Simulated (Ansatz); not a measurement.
```yaml
crystal:
  periodic: [false, false, false]
  atoms:
    - {symbol: Sn, position_ang: [0.883340, 2.421797, -1.163269]}
    - {symbol: Se, position_ang: [0.265022, -0.467652, 2.665651]}
    - {symbol: Se, position_ang: [-1.148362, -1.954145, -1.502401]}
basis:
  gaussian: {orbitals: ANO-RCC-VTZP, final_grid: {core_spheres: 8, valence_spheres: 7, degree: 23}}
hamiltonian: {xc: {name: PBE0}, dispersion: d3bjatm}
scf: {omitted_lower_state_checks: [starts]}
output: {forces: true}
```

```sh
$ ansatz run in.yaml --threads 4 --pin off --events-out ev --progress --plain --max-ram 3916MiB
```

Shortened log:

```
Functional definition: PBE0
1175 factors; integrals over basis functions are off by at most 7.9e-4 eV
mean field evaluation 1: about -300271.5166 eV, gradient 2.7e1 eV
mean field evaluation 2: about -300047.3294 eV, gradient 1.6e2 eV
mean field evaluation 4: about -300184.7855 eV, gradient 8.7e1 eV
mean field evaluation 8: about -300281.0963 eV, gradient 2.1e0 eV
mean field evaluation 16: about -300281.1320 eV, gradient 2.9e-5 eV
mean field -300281.13201744 eV, -11035.1280637791 hartree, gradient 3.1e-6 eV, S^2 0.000000; 0 other end points of the search recorded, 0 dependent functions left out
reference -300281.13206216 eV, -11035.1280654227 hartree; 59, 59 occupied and 95, 95 virtual orbitals, 1175 factors
Total energy: -300281.19139876 eV, -11035.1302460026 hartree
Relativity: scalar
Atom 0 at     0.883340     2.421797    -1.163269 Å, force    -0.410615    -1.125750     0.540719 eV/Å
Atom 1 at     0.265022    -0.467652     2.665651 Å, force    -0.055594     0.288472    -1.039739 eV/Å
Atom 2 at    -1.148362    -1.954145    -1.502401 Å, force     0.466209     0.837278     0.499020 eV/Å
Dipole moment:     0.679705     1.863501    -0.895092 e Å
Checks for a lower state left out: starts
```

In this input the coordinates are in bohr but typed as ångström. Self-consistency was reached. The result belongs to that input, not to the species as meant.

DK, ANO-RCC and x2c sets are all-electron and run with scalar relativity unless a key says otherwise.
